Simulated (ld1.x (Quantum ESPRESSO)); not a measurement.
## How hard is this P (Z = 15) TM potential?

```json
{
  "Element": "P (Z = 15)",
  "Generator": "ld1.x (Quantum ESPRESSO) 7.5",
  "Type": "norm-conserving Troullier–Martins (Kleinman–Bylander form)",
  "Functional": "LDA (PZ)",
  "Relativity": "non-relativistic",
  "Frozen core": "[Ne]",
  "Valence charge": "5",
  "Reference configuration": "3s2 3p3",
  "Partial waves": "3s (bound): rc 1.50 bohr; 3d channel at 0.4 Ry: rc 1.70 bohr; 3p (bound): rc 2.00 bohr",
  "Local potential": "the p channel",
  "Core correction": "none"
}
```

The pseudo-atom Hamiltonian at the reference potential is diagonalised in spherical Bessel functions j_l(qr) that vanish at 20 bohr, with q² up to the cutoff. All-electron valence levels (Ry): 3s -1.0250, 3p -0.4126.

How do the lowest levels (Ry) of each channel move with the cutoff, and are there ghosts?

| cutoff (Ry) | s #1 | s #2 | d #1 | p #1 | p #2 | f #1 | Σ f·Δε (mRy) |
| --- | --- | --- | --- | --- | --- | --- | --- |
| 8 | -0.9462 | -0.0204 | 0.0657 | -0.4084 | 0.0301 | 0.1152 | 170.0 |
| 10 | -0.9772 | -0.0226 | 0.0656 | -0.4114 | 0.0300 | 0.1152 | 99.0 |
| 15 | -1.0124 | -0.0252 | 0.0655 | -0.4119 | 0.0299 | 0.1152 | 27.1 |
| 18 | -1.0200 | -0.0258 | 0.0654 | -0.4121 | 0.0299 | 0.1152 | 11.3 |
| 21 | -1.0210 | -0.0259 | 0.0653 | -0.4123 | 0.0299 | 0.1152 | 8.8 |
| 30 | -1.0214 | -0.0260 | 0.0652 | -0.4125 | 0.0299 | 0.1152 | 7.1 |
| 35 | -1.0226 | -0.0260 | 0.0652 | -0.4125 | 0.0299 | 0.1152 | 4.8 |
| 40 | -1.0238 | -0.0261 | 0.0652 | -0.4125 | 0.0299 | 0.1152 | 2.4 |
| 45 | -1.0243 | -0.0262 | 0.0652 | -0.4126 | 0.0299 | 0.1152 | 1.3 |
| 55 | -1.0248 | -0.0262 | 0.0651 | -0.4126 | 0.0299 | 0.1152 | 0.3 |
| 60 | -1.0249 | -0.0262 | 0.0651 | -0.4126 | 0.0299 | 0.1152 | 0.2 |
| 400 | -1.0250 | -0.0262 | 0.0651 | -0.4126 | 0.0299 | 0.1152 | 0.0 |

Result: no extra level below or beside the all-electron valence levels (s, d, p, f tested); 10 mRy is reached at 21 Ry and 1 mRy at 50 Ry.

Its largest configuration-test error is +493 meV.
